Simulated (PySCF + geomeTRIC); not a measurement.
Species: C₂H₈NSi, SMILES `CN(C)[SiH2]` (C–N–Si–H torsion 40°) (charge 0, multiplicity 2).

Give a relaxed geometry from PBE0-D4/def2-TZVP in PySCF + geomeTRIC.

Several could match; the one computed here: the end point of this relaxation, one of several conformers (outside a Z-matrix the atoms follow the SMILES, hydrogens last).
Z-matrix (Å, degrees):
```
N
C 1 1.4409
H 2 1.0914 1 110.48
H 2 1.0972 3 107.91 1 120.75
H 2 1.0989 3 108.14 4 116.13
C 1 1.4409 2 113.95 3 179.04
H 6 1.0914 1 110.48 2 -178.86
H 6 1.0972 7 107.91 1 -120.74
H 6 1.0989 7 108.15 8 -116.13
Si 1 1.7236 2 121.82 3 -18.39
H 10 1.4954 1 106.64 2 158.54
H 10 1.4954 11 110.69 7 140.91
```
